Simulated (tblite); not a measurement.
Q: What does the GFN2-xTB structure of `[P@@](C(C)C)(O)(=O)C=C` look like in three dimensions?

A: 
Z-matrix in Å and degrees, rows numbered from 1:
```
C 
C   1  1.3198
P   2  1.8186  1  119.47
O   3  1.4674  2  115.11  1     5.88
O   3  1.6207  2  103.31  1   127.48
C   3  1.8464  2  106.62  1  -124.30
C   6  1.5205  3  107.35  2    63.99
C   6  1.5204  3  107.61  2  -175.02
H   1  1.0784  2  119.69  3     0.89
H   1  1.0788  2  123.04  3  -179.15
H   2  1.0798  1  123.03  3   178.77
H   5  0.9593  3  107.22  2  -114.93
H   6  1.0930  3  108.78  2   -55.57
H   7  1.0896  6  110.75  3   -61.76
H   7  1.0888  6  110.92  3   177.40
H   7  1.0886  6  109.47  3    57.43
H   8  1.0889  6  110.85  3  -174.64
H   8  1.0890  6  109.47  3   -54.60
H   8  1.0886  6  110.46  3    64.82
```

The C–C distances run from 1.320 Å (C1=C2, drawn double) to 1.520 Å (C6–C7, drawn single), a spread of 0.200 Å. Of the pairs four or more bonds apart, O4···H9 is among the closest relative to their van der Waals radii: 2.65 Å, 97 % of the sum of Bondi's values. The 2 C–P bonds span 1.819 Å (C2–P3, drawn single) to 1.846 Å (P3–C6, drawn single), a spread of 0.027 Å. P3 (phosphoryl phosphorus) is distorted tetrahedral (angles from 103.0° to 116.0°).

The geometry is computed with GFN2-xTB (gas phase).

Point group: C1 (no symmetry element, even within 0.4 Å). Its GFN2-xTB frequencies are all real (lowest 52 cm⁻¹). One conformer, not necessarily the lowest (C1–C2–P3–O4 6°, C2–P3–O5–H -115°, C2–P3–C6–C7 64°). 3 starts were optimised and ended at 0.00, 0.22 and 2.31 kcal/mol (GFN2-xTB); the lowest of these is shown.
